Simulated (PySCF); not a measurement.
Input file for PySCF: R-HF/3-21G on CH4STe (SMILES CS[TeH]).

```python
from pyscf import gto, scf, dft, mp
from pyscf.data.elements import chemcore

mol = gto.M(
    atom='''
    C    -1.05381251    0.11992502    0.05471758
    S     0.13419696   -0.78801254   -0.99232903
    Te    2.11784356   -0.84896217    0.34971291
    H    -1.99876038    0.11212894   -0.49086812
    H    -1.18675909   -0.37579697    1.01332898
    H    -0.73244872    1.14816247    0.20436631
    H     2.71974019    0.63255526   -0.13892863
    ''',
    basis='3-21g',
    charge=0, spin=0, verbose=3, max_memory=1800)
mf = scf.RHF(mol)
mf.conv_tol = 1e-8
mf.max_cycle = 100
mf.kernel()
if not mf.converged:
    mf = mf.newton().run(mf.mo_coeff, mf.mo_occ)
```

The log:

```
converged SCF energy = -7018.22663076987
```

The run converged.

Cost: around 0.6 core-seconds (rough).
